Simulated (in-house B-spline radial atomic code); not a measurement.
Computed with a B-spline radial atomic code. Model: two electrons, singlet ground state, non-relativistic, full CI in B-splines with partial waves to l = 8 (at full coupling up to 3e-4 hartree above the limit, correlation up to 0.6 % small), density held at that of full coupling by Lieb maximisation.

Along the adiabatic connection the electron repulsion is scaled by a coupling λ while a local potential keeps the density fixed. At λ = 0 the system is the Kohn-Sham one and W equals the exchange energy; the exchange-correlation energy is the area under W between 0 and 1. The kinetic energy rises with λ as the electrons avoid each other, with dT/dλ = −λ dW/dλ.

Command:
```bash
python run_ac.py task.json out
```
Settings (lengths in bohr, energies in hartree):
```
potential              coulomb
strength               1
lmax                   8
wall_radius            12
```

Run time, properties included: 34 s on 1 thread of Intel(R) Xeon(R) Processor @ 2.30GHz (shared host).

**W = mean repulsion less Hartree energy, and W of three functionals.**

Given: confinement point charge; nuclear charge 1; hard wall radius 12 bohr; external potential -Z/r.

Computed: LDA exchange minus exact 47.647 millihartree; SCAN exchange minus exact -9.1206 millihartree.

```csv
coupling,W xc (hartree),W xc minus exchange (millihartree),kinetic minus Kohn-Sham (millihartree),LDA (PW92) W minus its exchange (millihartree),PBE W minus its exchange (millihartree),SCAN W minus its exchange (millihartree)
0,-0.39112,0,0,0,0,0
0.02,-0.39345,-2.333,0.02,-9.5,-1.46,-1.76
0.05,-0.39684,-5.72,0.14,-18.63,-3.71,-4.26
0.12,-0.40424,-13.127,0.77,-33.86,-8.91,-9.66
0.25,-0.41635,-25.23,2.98,-53.54,-18.04,-18.47
0.4,?,?,?,?,?,?
0.6,?,?,?,?,?,?
0.8,-0.45114,-60.025,20.28,-99.86,-48.09,-45.35
1,-0.45961,-68.492,27.87,-110.63,-56.39,-52.54
1.4,-0.47271,-81.594,43.45,-127.61,-70.21,-64.37
2,-0.48636,-95.243,66.38,-146.14,-86.11,-77.74
3,-0.50076,-109.64,101.77,-167.18,-104.94,-93.07
4.5,-0.51348,-122.37,148.62,-187.47,-123.66,-107.4
7,-0.52533,-134.21,215.22,-208.08,-143.08,-120.74
10,-0.53346,-142.35,283.34,-223.29,-157.59,-129.34
```

(1) What belongs in the row 0.4?

(2) What belongs in the row 0.6?

(3) What is the PBE exchange minus exact?

**Energy parts, natural occupations and partial-wave weights.**

Computed: total energy -0.5266 hartree; exchange energy -0.39112 hartree; kinetic part of the DFT correlation energy 0.027873 hartree; initial slope twice GL2 -0.11816 hartree; Hartree energy 0.78223 hartree; Kohn-Sham kinetic 0.5053 hartree; Lieb Oxford ratio E_xc over LDA exchange 1.257.

```tsv
natural	occupation of the shell (electrons)
s	1.9002
s	?
p	0.025232
d	0.00066842
p	0.0005052
s	0.00037265
```

(4) What belongs in the row s?

```
wave      weight
   s     0.98669
   p    0.012887
   d           ?
   f  4.3817e-05
   g  9.3965e-06
```

(5) What belongs in the row d?

(6) What is the kinetic part over minus potential part?

(7) What is the correlation energy?

## Answers

(1) W xc (hartree): -0.42808; W xc minus exchange (millihartree): -36.964; kinetic minus Kohn-Sham (millihartree): 6.77; LDA (PW92) W minus its exchange (millihartree): -70.04; PBE W minus its exchange (millihartree): -27.53; SCAN W minus its exchange (millihartree): -27.17.

(2) W xc (hartree): -0.44085; W xc minus exchange (millihartree): -49.728; kinetic minus Kohn-Sham (millihartree): 13.11; LDA (PW92) W minus its exchange (millihartree): -86.75; PBE W minus its exchange (millihartree): -38.57; SCAN W minus its exchange (millihartree): -37.01.

(3) -7.3356 millihartree.

(4) occupation of the shell (electrons): 0.072773.

(5) weight: 0.0003679.

(6) 0.40695.

(7) -0.04062 hartree.

Half-way to full coupling W has made 63 % of its drop, against 50 % for a straight line, and second-order (GL2) theory, half the initial slope, overshoots the correlation energy by about 45 %: a marked bend. Over couplings 0 to 1 the errors in E_xc come to about +15 millihartree for LDA, +1.7 millihartree for PBE, +1.0 millihartree for SCAN, so SCAN is nearest. In LDA and PBE and SCAN the errors of exchange and correlation have opposite signs, so the sum is smaller than the larger of the two.
